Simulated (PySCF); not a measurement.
**From a computed spectrum to the compound**

A species of 3 atoms with charge 0 has these harmonic modes (PBE0, small Gaussian bases with core potentials, PySCF 2.14.0):

```
cm⁻¹  km/mol  symmetry
  63     2.0        πu
  63     2.0        πu
 214     0.0       σg+
 283    27.7       σu+
```

Question: Which species is it, and in which structure?

Answer: HgBr2 (singlet):
```xyz
3

Hg    0.0000    0.0000    0.0000
Br    2.4120    0.0000    0.0000
Br   -2.4120    0.0000    0.0000
```
Ideal gas at 298.15 K and 1 bar: S = 313.6 J/(mol K), Cp = 60.4 J/(mol K), H − H(0 K) = 15.5 kJ/mol (rigid rotor, harmonic modes, spin degeneracy alone). 
 Other answers can fit too; this one was computed.
